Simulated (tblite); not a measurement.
C₅H₆N₂.
Structure used (GFN2-xTB), in Å, numbered top down from 1:
```
atom  x, y, z in Å
C1    -1.876    0.220   -0.085
N2    -0.809   -0.747    0.079
C3     0.411   -0.358   -0.557
C4     1.686   -0.976   -0.116
C5     1.498    0.249    0.318
C6     1.873    1.364    1.026
N7     2.157    2.318    1.602
H8    -1.562    1.161    0.366
H9    -2.760   -0.140    0.436
H10   -2.135    0.409   -1.138
H11   -1.106   -1.666   -0.235
H12    0.324    0.014   -1.585
H13    2.294   -1.846   -0.129
```

All values are computed: GFN2-xTB (tblite) harmonic vibrations without scaling, gas phase. Errors from tens to a few hundred cm⁻¹ against measured bands are possible. One conformer, not necessarily the lowest.

Harmonic wavenumbers (cm⁻¹): 44.8, 115.9, 183.6, 205.3, 263.2, 389.1, 465.1, 518.9, 566.3, 654.9, 669.2, 778.5, 924.1, 966.2, 994.9, 1038.9, 1110.9, 1129.9, 1156.7, 1248.9, 1317.5, 1371.1, 1418.3, 1485.4, 1495.5, 1824.7, 2337.5, 2844.9, 2866.8, 3010.9, 3031.9, 3232.3, 3348.7.

A = 4830, B = 1784, C = 1370 MHz; mass 94.053 u (most abundant isotopes); point group C1, symmetry number 1.

Q: What is the zero-point energy?

A: ½Σν̃ = 21505 cm⁻¹ = 61.49 kcal/mol.

Q: What is S at 500 K and 1 bar for an ideal gas of classical rigid rotors and harmonic oscillators?

A: Translation 42.13, rotation 29.24, vibration 32.05: S = 103.4 cal/(mol K).

Q: And Cp and H(500 K) − H(0)?

A: Cp = 39.82 cal/(mol K), of which vibrations give 31.87 (their classical limit is 33 R = 65.6); H(500 K) − H(0) = 12.25 kcal/mol without the zero-point energy, 8.28 from vibrations.

Q: What must be added to the electronic energy to get the Gibbs energy at 500 K and 1 bar?

A: ZPE + [H(500 K) − H(0)] − T·S = 61.49 + 12.25 − 51.71 = 22.03 kcal/mol.

Q: How do the functions run with temperature in this model?

A: 
```json
{"T (K)": "50", "S (cal/(mol K))": "55.1", "Cp (cal/(mol K))": "11.1", "H − H(0) (kcal/mol)": "0.46", "G − H(0) (kcal/mol)": "-2.29", "ln q(vib)": "0.37"}
{"T (K)": "100", "S (cal/(mol K))": "63.9", "Cp (cal/(mol K))": "14.8", "H − H(0) (kcal/mol)": "1.11", "G − H(0) (kcal/mol)": "-5.28", "ln q(vib)": "1.11"}
{"T (K)": "298.15", "S (cal/(mol K))": "86.0", "Cp (cal/(mol K))": "28.0", "H − H(0) (kcal/mol)": "5.34", "G − H(0) (kcal/mol)": "-20.29", "ln q(vib)": "4.41"}
{"T (K)": "373.15", "S (cal/(mol K))": "92.8", "Cp (cal/(mol K))": "32.8", "H − H(0) (kcal/mol)": "7.63", "G − H(0) (kcal/mol)": "-27.00", "ln q(vib)": "5.67"}
{"T (K)": "750", "S (cal/(mol K))": "121.6", "Cp (cal/(mol K))": "49.6", "H − H(0) (kcal/mol)": "23.52", "G − H(0) (kcal/mol)": "-67.65", "ln q(vib)": "11.85"}
{"T (K)": "1000", "S (cal/(mol K))": "136.8", "Cp (cal/(mol K))": "56.0", "H − H(0) (kcal/mol)": "36.78", "G − H(0) (kcal/mol)": "-100.00", "ln q(vib)": "15.63"}
```

q(vib) and H(0) count from the zero-point level.

Q: Blend soft modes into free rotors: weight 1/[1 + (100 cm⁻¹/ν̃)⁴] for the oscillator and the rest for a rotor with moment μB/(μ + B), μ = h/(8π²ν), B = 10⁻⁴⁴ kg m². What vibrational entropy results?

A: 29.82 cal/(mol K) in place of 32.05, which changes −T·S at 500 K by +1.11 kcal/mol.

Hindered rotation and anharmonicity are outside this model. Other conformers, if any are populated, would add a mixing term that is left out. The structure is chiral; the term R ln 2 for an equal mix with its mirror image is left out.
